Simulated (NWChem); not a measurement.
# CF2I cation

```xyz
4

F      0.0000    -1.0530     1.9029
C      0.0000     0.0000     1.2272
F      0.0000     1.0530     1.9029
I      0.0000     0.0000    -0.7718
```
Atoms are numbered in this order, from 1.

Program: NWChem. Coordinates come from a PBE0/def2-SVP optimisation. def2 effective core potentials on I; no spin-orbit coupling. Level: M05-2X/def2-SVP with COSMO at NWChem's default radii, gas-phase geometry; the question gives the dielectric constant. Reactions with the solvent are ignored.

### Question
What does the run give for dielectric constant 78.4? Quantities: electrostatic solvation energy (kcal/mol).

### Answer
```json
{
  "electrostatic solvation energy (kcal/mol)": "-64.7"
}
```
